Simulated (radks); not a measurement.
Si I, 14 electrons, occupied as [Ne] 3p2 4p2 (not the ground configuration).

Method: non-relativistic Kohn-Sham, XLYP, spin-polarised, spherical densities, point nucleus; open shells are filled with parallel spins first; computed with a radial shooting solver on a logarithmic mesh with Libxc functionals.

Energy parts (hartree):
total: -288.43281
kinetic: 288.06608
electron-nucleus: -681.62867
Hartree: 125.66658
exchange-correlation: -20.53680

Orbitals (lengths in bohr, moments of r in powers of bohr; r(90%) holds 90 % of the orbital's charge):
orbital	occ.	eigenvalue (hartree)	r(90%)	<1/r>
1s up	1	-66.06173	0.199	13.57
1s down	1	-66.05127	0.199	13.58
2s up	1	-5.61469	0.897	2.571
2s down	1	-5.60278	0.897	2.570
2p up	3	-4.03348	0.902	2.464
2p down	3	-4.01809	0.901	2.463
3p up	2	-0.48575	3.35	0.6094
4p up	2	-0.07252	9.43	0.1996

The highest occupied level is 4p up at -1.973 eV. Virial ratio -V/T = 2.00127. The electron density at the nucleus is 1763 e/bohr^3. Summed over all electrons, <r^2> = 109.8 bohr^2, which gives a Langevin (diamagnetic) susceptibility term of -87 x 10^-6 cm^3/mol.

Run on one thread of a shared host, so times are rough (Arm Neoverse V2): 0.11 s of CPU time, 0.11 s wall, 16 iterations on 2669 mesh points.
